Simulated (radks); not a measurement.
Question: The mean radii <r> (bohr) of the occupied orbitals of an atom or ion are listed with their occupations. Calculated with a radial shooting solver on a logarithmic mesh with Libxc functionals: scalar-relativistic Kohn-Sham, r2SCAN, spin-polarised, spherical densities, finite nucleus; meta-GGA in the generalised Kohn-Sham scheme; Fermi nuclear charge, rms radius of each element as measured or else 0.836 A^(1/3) + 0.57 fm.

orbital  occ.     <r>
1s up       1  0.1762
1s down     1  0.1752
2s up       1  0.8669
2s down     1  0.8915
2p up       2  0.8178

Name the element and its charge. Open shells, if any, are filled with parallel spins first.

Answer: Z = 9, fluorine, charge +3: F3+ in [He] 2s2 2p2. The 1s radius gives Z: for a bare nucleus <r> = (2 gamma + 1)/(2Z) with gamma = sqrt(1 - (Z/c)^2), 0.1664 bohr for Z = 9, and screening makes it slightly larger (0.1762 here). The occupations add up to 6, and the charge is Z minus that.
